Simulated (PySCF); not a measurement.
Method: PBE0/[Mo def2-SVP with ECP28, Se def2-SVP], scalar-relativistic core potentials, density fitting, no spin–orbit coupling, PySCF. Open shells, if any, are unrestricted.

Problem. What spin state, shape and geometry does isolated MoSe₂ take (every ligand bound to Mo)?

Solution. Formally Mo is in oxidation state +4, d2, with 2 unpaired electrons (the high-spin count). The Mulliken spin on Mo is 2.61. The polar-tensor charge on Mo, 0.84, is far below the formal one. The lowest minimum found is a triplet of C2v symmetry with Mo–Se 2.241 Å (×2); Se–Mo–Se 114.2°. Its harmonic wavenumbers are 104 (a1), 356 (a1), 398 (b2) cm⁻¹ and its dipole moment is 3.38 D.

This need not be the most stable arrangement of these atoms. Other spin states or occupations of the open shell can lie lower.
